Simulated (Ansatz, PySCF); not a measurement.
Energy difference R1 + R2 → P1, each structure at its B3LYP-D3(BJ)/def2-TZVP stationary point, reached from a drawn start (curvature not checked).
R1, H2 (SMILES [H][H]) (charge 0, multiplicity 1, Z-matrix in Å and degrees):
```
H
H 1 0.7440
```
R2: SiH2 (SMILES [SiH2]), charge 0, multiplicity 1.
P1: SiH4 (SMILES [SiH4]), charge 0, multiplicity 1.

P less R. No zero-point or thermal terms.

Frozen-core correlation throughout. CBS: X⁻³ extrapolation of the correlation energy, Hartree–Fock from the larger set.

Programs: Ansatz (Gaussian basis) for Hartree–Fock, density functionals and correlated methods; PySCF for the D3/D4 terms. No computed number here is a measurement.

PBE/def2-TZVPP gives -61.04 kcal/mol for the reaction energy.

Problem. Predict the shift from PBE, with its sign, for: PBE-D3(BJ)/def2-TZVPP, r2SCAN/def2-TZVPP, B3LYP/def2-TZVPP, wB97M-V/def2-TZVPP, B2PLYP/def2-TZVPP, MP2/CBS(cc-pV(T+d)Z, cc-pV(Q+d)Z), CCSD(T)/CBS(cc-pV(T+d)Z, cc-pV(Q+d)Z).

Solution. PBE-D3(BJ)/def2-TZVPP -0.50; r2SCAN/def2-TZVPP -4.44; B3LYP/def2-TZVPP 1.04; wB97M-V/def2-TZVPP 0.52; B2PLYP/def2-TZVPP -0.58; MP2/CBS(cc-pV(T+d)Z, cc-pV(Q+d)Z) -3.65; CCSD(T)/CBS(cc-pV(T+d)Z, cc-pV(Q+d)Z) -0.79 kcal/mol. 2 of 7 lie above PBE; the widest gap is to r2SCAN/def2-TZVPP.

Ansatz is a first-principles code.
